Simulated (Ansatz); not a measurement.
`[BH2][Sb]([CH3])[CH3]` and `[CH3][SbH][CH3]` differ in one atom or group.

Ansatz, PBE0-D4/def2-TZVP geometries, multiplicity 1. 

Elements past krypton have def2 core potentials.

| property | `[BH2][Sb]([CH3])[CH3]` |
| --- | --- |
| HOMO energy (PBE/def2-TZVPP) / eV | -5.41 |
| size of the dipole moment (B3LYP/def2-TZVPP) / D | 0.98 |
| HOMO–LUMO gap (PBE0/def2-TZVPP) / eV | 4.27 |
| LUMO energy (PBE/def2-TZVPP) / eV | -2.94 |
| HOMO energy (PBE0/def2-TZVPP) / eV | -6.33 |
| size of the dipole moment (PBE/def2-TZVPP) / D | 1.17 |

Question: What does the change do to each property? (Best estimate.)

Answer: The calculation gave: 
```csv
property,`[CH3][SbH][CH3]`,shift
HOMO energy (PBE/def2-TZVPP) / eV,-5.68,-0.27
size of the dipole moment (B3LYP/def2-TZVPP) / D,0.69,-0.29
HOMO–LUMO gap (PBE0/def2-TZVPP) / eV,6.69,2.42
LUMO energy (PBE/def2-TZVPP) / eV,-0.72,2.22
HOMO energy (PBE0/def2-TZVPP) / eV,-6.68,-0.35
size of the dipole moment (PBE/def2-TZVPP) / D,0.75,-0.42
```

With PBE0 the HOMO falls by 0.35 eV and the LUMO rises by 2.07 eV, so the gap widens by about 2.42 eV. PBE moves the HOMO by -0.27 eV and ωB97M-V by -0.42 eV. Dipoles are sizes alone; their direction can turn.

B3LYP here is the variant with VWN-RPA as its local correlation; programs differ in this.

Spin–orbit coupling is left out; it splits and shifts lone-pair levels of the heavy atoms by tenths of an eV.
